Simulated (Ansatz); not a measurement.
```json
{"atom": "C", "x (Å)": "0.0000", "y (Å)": "0.0000", "z (Å)": "0.0000"}
{"atom": "H", "x (Å)": "0.0000", "y (Å)": "0.0000", "z (Å)": "2.5000"}
```

Basis set: pcseg-2 (spherical functions). Charge 0, multiplicity 2.

Computed with Ansatz (development build ahead of 0.2.0); each method stands on the lowest determinant of its kind that the runs found. Restricted functionals stand beside restricted open-shell atoms, which can lie above the unrestricted atoms usual in DFT and then raise those values.

Give the atomization energy at this shape (free ground-state atoms in the same class of orbitals less the molecule, no zero-point energy) of doublet CH by PBE (restricted open-shell), PBE0 (restricted open-shell).

```tsv
method	atomization energy
PBE (restricted open-shell)	-4.10 kcal/mol
PBE0 (restricted open-shell)	-17.02 kcal/mol
```

Caution: charge can spread falsely over distant fragments; stretched shape with no unrestricted run beside it, a lower state can exist; the shape is not the minimum.
